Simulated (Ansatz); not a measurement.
Geometry optimisation, RKS PBE0-D4/def2-SVP (Ansatz 0.2.0).

Input file:

```yaml
crystal:
  periodic: [false, false, false]
  atoms:
    - { symbol: In, position_ang: [0.0, 0.0, 0.0] }
    - { symbol: O, position_ang: [0.0, 0.0, 2.34] }
    - { symbol: H, position_ang: [-0.9095, -0.2814, 2.6771] }
    - { symbol: Cl, position_ang: [2.113, 0.0, -1.22] }
    - { symbol: Cl, position_ang: [-2.113, 0.0, -1.22] }
    - { symbol: Cl, position_ang: [0.5844, 2.5337, 0.864] }
    - { symbol: H, position_ang: [0.3027, 1.3126, 2.092] }
basis:
  gaussian: { orbitals: def2-SVP }
hamiltonian:
  xc: pbe0
  dispersion: d4
relax:
  f_tol: 0.15
  max_steps: 25
  restrain:
    - { distance: [0, 5], at: 2.44, k: 30.0 }
    - { distance: [6, 1], at: 1.01, k: 30.0 }
    - { distance: [0, 1], at: 3.19, k: 30.0 }
    - { distance: [6, 5], at: 2.57, k: 30.0 }
output:
  orbitals: {}
```

Command:

```bash
$ ansatz run input.yaml --threads 2 --pin off --max-ram 3072MiB --backend cpu --events-out ev --progress --plain --runs-dir out
```

Q: Where does it end, and by what steps?

A: The forces met the threshold. The restraints hold the end off the free minimum. After 7 steps the energy has fallen by 1.543 eV (the restraints' own energy left out); In1 moved furthest, 0.85 Å. Parted: In1–O2 (2.34 → 3.17 Å). Joined: O2–H7 (1.37 → 0.98 Å).

```tsv
step	energy less start (eV)	largest force component (eV/Å)	accepted
0	0.0000	1.815	yes
1	-0.2486	3.147	yes
2	-0.8103	2.205	yes
3	-1.1250	1.407	yes
4	-1.4072	1.183	yes
5	-1.4132	2.150	yes
6	-1.5427	1.025	yes
7	-1.5433	0.987	yes
```

```xyz
7
Properties=species:S:1:pos:R:3
In 0.179 0.621 -0.559
O 0.028 -0.040 2.538
H -0.890 -0.154 2.811
Cl 2.113 -0.381 -1.346
Cl -1.949 -0.106 -1.137
Cl 0.344 2.687 0.676
H 0.153 0.937 2.550
```

Run time: 25 s on 2 threads of Arm Neoverse V2, on a shared host, peak memory 0.26 GiB.
